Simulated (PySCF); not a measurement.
**Electron correlation in S (sulfur, neutral)**

[Ne] 3s2 3p4, high-spin 3P determinant. Calculation: PySCF 2.14, in pcseg-2; no relativity, point nucleus. Frozen: [Ne]; 6 electrons correlated.

MP2 pair energies summed by pair of shells (mhartree):

```
 pair  energy  share (%)
3s-3p  -50.79       47.1
3p-3p  -47.74       44.3
3s-3s   -9.33        8.7
```

Total MP2 correlation energy: -107.86 mhartree.

Same-spin part -24.71 and opposite-spin part -83.15 mhartree; SCS-MP2 scales them by 1/3 and 6/5 to -108.02 mhartree.

```json
{"level": "CCSD", "correlation energy (mhartree)": "-130.04"}
{"level": "(T)", "correlation energy (mhartree)": "-3.70"}
{"level": "CCSD(T)", "correlation energy (mhartree)": "-133.74"}
```

Diagnostics: T1 = 0.0094, D1 = 0.0249, largest double amplitude 0.055.

Cost of the coupled-cluster step: 0.57 s of wall time on 1 thread of Neoverse-N1 (shared host), for 6 correlated electrons.

Iterations:

```
CC2 = 0
CCSD nocc = (np.int64(4), np.int64(2)), nmo = (29, 29)
frozen orbitals [[0, 1, 2, 3, 4], [0, 1, 2, 3, 4]]
max_cycle = 100
direct = 0
conv_tol = 1e-08
conv_tol_normt = 1e-06
diis_space = 8
diis_start_cycle = 0
Init t2, MP2 energy = -0.10786428290863
Init E_corr(UCCSD) = -0.10786428291369
cycle = 1  E_corr(UCCSD) = -0.124634611314474  dE = -0.0167703284  norm(t1,t2) = 0.0434663
cycle = 2  E_corr(UCCSD) = -0.128384448484109  dE = -0.00374983717  norm(t1,t2) = 0.0139383
cycle = 3  E_corr(UCCSD) = -0.130089274881705  dE = -0.0017048264  norm(t1,t2) = 0.00552299
cycle = 4  E_corr(UCCSD) = -0.130041048294351  dE = 4.82265874e-05  norm(t1,t2) = 0.000730468
cycle = 5  E_corr(UCCSD) = -0.130044148199569  dE = -3.09990522e-06  norm(t1,t2) = 0.000136486
cycle = 6  E_corr(UCCSD) = -0.130043565296062  dE = 5.82903507e-07  norm(t1,t2) = 3.79991e-05
cycle = 7  E_corr(UCCSD) = -0.130043995266198  dE = -4.29970136e-07  norm(t1,t2) = 9.682e-06
cycle = 8  E_corr(UCCSD) = -0.130043833166899  dE = 1.62099299e-07  norm(t1,t2) = 2.45039e-06
cycle = 9  E_corr(UCCSD) = -0.130043839639738  dE = -6.47283915e-09  norm(t1,t2) = 4.9122e-07
UCCSD converged
E(UCCSD) = -397.6318041325129  E_corr = -0.1300438396397381
UCCSD(T) correction = -0.00370438620300316
```
